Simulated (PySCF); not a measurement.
Br₂Ga, multiplicity 2. Atoms are numbered in the order given.

```xyz
3

Ga     0.0000     0.0000     0.8103
Br     0.0000    -2.0356    -0.3588
Br     0.0000     2.0356    -0.3588
```
Charge 0, spin multiplicity 2.

The structure is a stationary point at B3LYP-D3(BJ)/def2-SVP. The spin state was assumed, not searched. The isomer is the one that the SMILES or the coordinates give; other isomers of the formula were not compared.

Method: PBE0/def2-TZVPD (PySCF).

Mulliken values depend strongly on the basis, most of all with diffuse functions as here. ESP charges are fitted to the potential on shells at 1.4 to 2.0 van der Waals radii. Atomic charges (e):

```csv
atom,Mulliken,meta-Löwdin,ESP fit,Mulliken spin
Ga1,0.52,0.45,[?],0.68
Br2,-0.26,-0.23,[?],0.16
Br3,-0.26,-0.23,[?],0.16
```

### Question
What belongs in the gaps? (An estimate is asked for; the answer gives what the named calculation found.)

### Answer

- Ga1, ESP fit: 0.34
- Br2, ESP fit: -0.17
- Br3, ESP fit: -0.17
